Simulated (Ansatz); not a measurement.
Ansatz (a first-principles code) input (PBE/def2-SVP):

Ansatz 0.2 input:
```yaml
crystal:
  periodic: [false, false, false]
  atoms:
    - {symbol: Cl, position_ang: [1.80969600, 0.20681000, -0.06841000]}
    - {symbol: C, position_ang: [0.58737000, -0.91028300, -0.03211400]}
    - {symbol: C, position_ang: [-0.71795300, -0.91441100, 0.01870100]}
    - {symbol: Cl, position_ang: [-1.68728500, 0.54456100, 0.07125900]}
    - {symbol: H, position_ang: [-1.29747900, -1.82515300, 0.03204600]}
basis:
  gaussian:
    orbitals: def2-SVP
hamiltonian:
  xc: {name: PBE}
magnetization: {spin_polarized: true, initial_magnetization: 1}
output: {forces: true}
```

Output:

```
Functional definition: PBE
integrals: 0.02 GiB planned
764 factors; their error is unknown
mean field: 0.18 GiB planned
mean field evaluation 1: about -27101.5530 eV, gradient 4.1e1 eV
mean field evaluation 2: about -27080.5518 eV, gradient 7.2e1 eV
mean field evaluation 4: about -27109.6690 eV, gradient 1.2e1 eV
mean field evaluation 8: about -27110.3615 eV, gradient 1.9e-1 eV
mean field evaluation 16: about -27110.3183 eV, gradient 4.1e-4 eV
mean field -27110.31825223 eV, -996.2858197358 hartree, gradient 1.7e-5 eV, S^2 0.756901; 0 other end points of the search recorded, 0 dependent functions left out
the calculation of the forces begins
reference -27110.31827596 eV, -996.2858206078 hartree; 24, 23 occupied and 45, 46 virtual orbitals, 764 factors
Total energy: -27110.31827596 eV, -996.2858206078 hartree
Atom 0 at     1.809696     0.206810    -0.068410 Å, force     0.265874     0.213375    -0.008195 eV/Å
Atom 1 at     0.587370    -0.910283    -0.032114 Å, force     1.139278    -0.233054    -0.046750 eV/Å
Atom 2 at    -0.717953    -0.914411     0.018701 Å, force    -0.858959     0.502877     0.038564 eV/Å
Atom 3 at    -1.687285     0.544561     0.071259 Å, force    -0.147749     0.166813     0.007448 eV/Å
Atom 4 at    -1.297479    -1.825153     0.032046 Å, force    -0.398445    -0.650010     0.008933 eV/Å
Dipole moment:     0.074894    -0.079940    -0.003728 e Å
```

The geometry given is a B3LYP-D3(BJ)/def2-TZVP minimum.
